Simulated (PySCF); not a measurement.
# What a mistake does to a calculation on BGeH6N2

Calculated results; nothing here was measured. The program is PySCF 2.14.0, an open-source quantum chemistry code, run on an isolated molecule that a program drew, which may never have been made. The molecule is BGeH6N2 (charge 0, doublet), drawn as the SMILES string `N[B][GeH2][NH2]`.

Each row is a Hartree-Fock (HF) and frozen-core CCSD(T) single point in the cc-pVDZ basis, meant for a local HF minimum. Run 1 is clean. Each other run has one planted mistake out of seven kinds, and not every kind appears here: one electron removed, one electron added, multiplicity raised by two, geometry at a saddle point, minimal basis STO-3G, one bond length entered in bohr, all coordinates scaled. The reference is restricted for singlets and unrestricted otherwise, and also for a bond in bohr. Adding or removing an electron swaps singlet and doublet. Electrons count all cores. HOMO and LUMO are orbital energies over both spins, the gradient is its largest component, and the lowest frequency (negative if imaginary) is given only where the gradient is small. Bond lengths are over the 9 bonds as drawn. T1 is the CCSD diagnostic: over 0.02 (restricted) or 0.045 (unrestricted) a single reference is doubtful. Germanium has the cc-pVDZ-PP basis, with a core potential (ECP10MDF) in place of its 10 inner electrons, and its 3s, 3p and 3d shells are frozen in CCSD(T).

Geometry of the clean run:
```xyz
10
BGeH6N2, angstrom
N    -1.3914    0.8848    0.0852
B    -1.5577    0.1130   -1.0435
Ge   -0.1040   -1.1760   -1.7699
N     1.4771   -0.8265   -0.8421
H    -2.0960    1.4933    0.4514
H    -0.5505    0.8604    0.6324
H    -0.4456   -2.6413   -1.4608
H     0.0840   -1.0594   -3.2957
H     2.1605   -1.5611   -0.9278
H     1.9271    0.0243   -1.1389
```

```
run  electrons  basis functions  <S^2>  HOMO (eV)  LUMO (eV)  gradient (hartree/bohr)  lowest frequency (cm^-1)  mean bond (Å)  longest bond (Å)      T1  HF (hartree)  CCSD(T) (hartree)                          mistake
  1         57               95  0.760      -8.25       3.05                  8.7e-06                        93         1.3793             2.074  0.0146    -430.44880         -431.01446                         no fault
  2         57               95  1.578      -8.43       2.70                  1.7e-02                         -         1.4789             2.074  0.0557    -430.32215         -430.87656  one bond length entered in bohr
  3         57               95  0.762      -8.57       2.45                  5.4e-02                         -         1.4938             2.246  0.0177    -430.39382         -430.97829           all coordinates scaled
  4         56               95  0.000     -15.33      -5.65                  7.5e-02                         -         1.3793             2.074  0.0166    -430.19201         -430.75349             one electron removed
  5         58               95  0.000       0.71       8.47                  4.9e-02                         -         1.3793             2.074  0.0162    -430.37321         -430.97479               one electron added
  6         57               95  3.772      -5.81      -0.42                  1.5e-01                         -         1.3793             2.074  0.0147    -430.26579         -430.79432                                ?
```

**Which mistake was planted in run 6, and what did it cost?**

Electrons, basis and geometry are unchanged, and <S^2> is 3.772, beside S(S+1) = 3.75 for a multiplicity of 4. So the mistake is: multiplicity raised by two. Subtracting run 1 and multiplying by 627.51 kcal/mol a hartree, the energy moved by 114.8 kcal/mol in HF and 138.1 kcal/mol in CCSD(T).

Cautions from the logs. Run 2: T1 is over the limit, so its CCSD(T) energy is less reliable; run 5: the HOMO is above zero, so the electron isn't bound and the energy depends on the basis.
